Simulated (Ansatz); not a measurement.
Saddle point of CH$_{4}$ClIn, singlet (CH₄ClIn ([CH3][InH][Cl]) → CH₃In ([CH3][In]) + HCl; bonds formed: Cl2–H3; bonds broken: In1–Cl2, In1–H3), PBE0-D4/def2-TZVP structure:

| atom | x (Å) | y (Å) | z (Å) |
| --- | --- | --- | --- |
| In1 | -0.9101 | -0.4429 | -0.4953 |
| Cl2 | 0.4472 | -2.8415 | -0.4763 |
| H3 | -1.0675 | -2.1580 | -0.9653 |
| C4 | 0.2304 | 1.1621 | 0.3714 |
| H5 | 0.4268 | 0.9299 | 1.4201 |
| H6 | 1.1828 | 1.2438 | -0.1558 |
| H7 | -0.3095 | 2.1066 | 0.3013 |

Energies are electronic, without zero-point energy. Barriers and step energies count from the start structure reached by relaxing down the imaginary mode; all methods use the PBE0-D4 structures, on which another method's saddle can fall below an end. Ansatz 0.2.0; basis: def2-TZVPP, with def2-QZVPP for the basis limit; cores frozen in the correlated methods. Filled d shells of the heavier atoms are correlated. Core potentials replace the inner electrons of the atoms past krypton. The def2 sets are not built for correlating such inner shells, so the correlated values are less sure here. B3LYP uses VWN-RPA correlation. Extrapolation: Hartree–Fock as exp(−7.88 √X), correlation as X^−2.97.

| method | barrier (kJ/mol) | step energy (kJ/mol) |
| --- | --- | --- |
| SPW92 | ? | 110.1 |
| PBE-D4 | 140.5 | 92.3 |
| BLYP-D4 | 138.0 | 75.9 |
| r2SCAN-D4 | 162.6 | 119.1 |
| B97M-V | 178.3 | 122.5 |
| PBE0-D4 | ? | 108.3 |
| B3LYP-D4 | 163.6 | 90.9 |
| r2SCAN0-D4 | 183.5 | 123.4 |
| BHLYP-D4 | 200.1 | 110.3 |
| CAM-B3LYP-D4 | 187.9 | 109.1 |
| wB97X-V | ? | 127.3 |
| wB97M-V | 195.9 | 118.4 |
| B2PLYP | 175.3 | 101.3 |
| PBE-QIDH | 194.9 | 122.0 |
| RPA on PBE | 181.1 | 103.6 |
| HF | 254.4 | 128.5 |
| MP2 | 186.7 | 109.4 |
| CCSD | 203.6 | 110.8 |
| CCSD(T) | 191.2 | 110.9 |

Task: Fill in the withheld barriers. (To be estimated.)

Result: Computed: SPW92 134.9; PBE0-D4 171.8; wB97X-V 205.1 kJ/mol. Each is the energy of the saddle less that of the start structure, by the same method.

For comparison, the barrier by CCSD(T) at an estimated basis limit (MP2 extrapolated from triple and quadruple zeta, plus CCSD(T) − MP2 in triple zeta) is 184.2 kJ/mol.

The T1 diagnostic stays at or below 0.017. The restricted Hartree–Fock reference is unstable towards an unrestricted one at one or more of these structures.

Labels in which every atom is bracketed show which atoms are joined, not bond orders.

For scale, one of the runs: CCSD(T)/def2-TZVPP, 179 basis functions, launched by `ansatz run in.yaml --threads 2 --pin off --events-out ev --progress --plain --max-ram 4352MiB`. Time: 26 s of wall clock on 2 CPU threads of an Intel Xeon 6975P-C; the host was shared. Peak host memory: 1.9 GiB.
